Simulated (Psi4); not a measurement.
The Psi4 input:
```
memory 2 GB

molecule mol {
0 1
  B    -0.000000    0.000000   -0.000000
  F    -0.006598    1.300362   -0.000881
  F     1.129442   -0.644465    0.003252
  F    -1.122844   -0.655897   -0.002371
}

set basis 6-31g**
set reference rks

energy('pbe')
print_variables()
```

Q: What is the computed number of basis functions (PBE/6-31G** run with Psi4)?

A: 60

Q: What is the computed dipole moment (PBE/6-31G**)?

A: 0.00 D
